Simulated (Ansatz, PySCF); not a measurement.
Gas-phase reaction in SMILES: C=CCC(C)(C)C [4,4-dimethylpent-1-ene] -> C=C[CH]C(C)(C)C + H atom (the C-H bond at the site shown breaks; other sites are not compared here)
Structures are relaxed separately at B3LYP-D3(BJ)/def2-TZVP in Ansatz (a first-principles code), one conformer each, not searched for the lowest. Frequencies are from Ansatz or PySCF. Markedly spin-contaminated UHF reference, which strains HF, MP2 and, less, CCSD(T): C=C[CH]C(C)(C)C.

Property: bond dissociation energy (0 K, with B3LYP-D3(BJ) harmonic zero-point energies), in eV. Valence correlation only, unless marked. UHF or UKS for open shells. Spin-orbit coupling is left out. Non-relativistic. CBS marks a two-point X^-3 extrapolation of the correlation energy; Hartree-Fock from the larger set.

```tsv
level	program	bond dissociation energy (eV)
PBE-D4/def2-TZVPD	Ansatz + dftd4	3.39
PBE0-D3(BJ)/def2-TZVPD	Ansatz + dftd3	3.42
PBE0/def2-TZVP	Ansatz	3.39
BHLYP-D3(BJ)/def2-TZVPD	Ansatz + dftd3	3.45
RPA@PBE/cc-pVTZ	Ansatz	3.61
RI-MP2/CBS(cc-pVTZ,cc-pVQZ)	Ansatz	3.93
SCS-MP2/6-31G*	Ansatz	3.62
CCSD/cc-pVTZ	Ansatz	3.60
CCSD(T)/cc-pVDZ	Ansatz	3.51
```
